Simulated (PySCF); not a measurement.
## Does the structure fit the spectrum?

A compound C$_{8}$H$_{11}$P gives the data below (simulated from a calculation) and was assigned the structure `C=CP1C=CC(C)C=C1`.

13C{1H} NMR (computed): δ 144.7 (C), 143.6 (C), 141.4 (CH, 2C), 135.0 (CH, 2C), 23.4 (CH3), 15.1 (CH3).

1H NMR (600 MHz, computed): δ 7.48 (m, 2H), 7.13 (m, 2H), 4.16 (m, 1H), 2.35 (s, 3H), 1.17 (m, 3H).

In vacuum, no relativistic terms, a single conformation, rapidly exchanging positions averaged. Geometry: PBE0-D3(BJ)/def2-SVP; GIAO B3LYP/pcSseg-1 shieldings; PySCF.

δ = σ(ref) − σ, references computed at the same level: 1H, 13C vs TMS.

(1) Compare with the shifts computed for the proposed structure, pairing carbons in order of shift.

(2) Which isomer fits?

Results:

(1) Atoms are numbered as in `[CH2:1]=[CH:2][P:3]1[CH:4]=[CH:5][CH:6]([CH3:7])[CH:8]=[CH:9]1`. Each H is labelled by its parent atom.

```json
{"atom": "C2", "computed for proposal": "150.8", "given list": "144.7", "difference": "+6.1"}
{"atom": "C5", "computed for proposal": "144.6", "given list": "143.6", "difference": "+1.0"}
{"atom": "C8", "computed for proposal": "144.6", "given list": "141.4", "difference": "+3.2"}
{"atom": "C1", "computed for proposal": "139.4", "given list": "141.4", "difference": "-2.0"}
{"atom": "C4", "computed for proposal": "133.7", "given list": "135.0", "difference": "-1.3"}
{"atom": "C9", "computed for proposal": "133.7", "given list": "135.0", "difference": "-1.3"}
{"atom": "C6", "computed for proposal": "37.9", "given list": "23.4", "difference": "+14.5"}
{"atom": "C7", "computed for proposal": "24.6", "given list": "15.1", "difference": "+9.5"}
```

The rms difference is 6.7 ppm and the largest +14.5 ppm at C6 (allylic sp3 CH). The carbon types in order of shift don't match either: CH, CH, CH, CH2, CH, CH, CH, CH3 for the proposal against C, C, CH, CH, CH, CH, CH3, CH3 in the data. The proposal doesn't fit.

(2) SMILES C1=CC(C)=CC=C1PC.

- δC 144.7, 143.6: substituted aromatic carbon.
- δC 141.4, 135.0: aromatic CH.
- δC 23.4: methyl carbon on an aromatic ring; a saturated carbon with 1 carbon neighbour and no heteroatom attached.
- δH 7.48, 7.13: hydrogen on an aromatic CH; it sits in the deshielding region of the aromatic ring current.

The data come from this structure; uniqueness wasn't tested.

Splittings by 31P in the carbon and heteronuclear signals aren't shown, as no couplings were computed. Shifts are as computed. Against solution values, carbons near 30 ppm lie about +2 ppm off and those near 130 ppm about +6 ppm. Of 1309 compounds with measured shifts, 239 miss one by over three times the rms of a fit or turn the order of signals round; such compounds aren't used in these exercises. No couplings were computed; multiplicities are counted from neighbouring protons, with m where these are inequivalent, close in shift, in a saturated or five-membered ring or joined by F or P, and br s for small geminal =CH2 splittings.
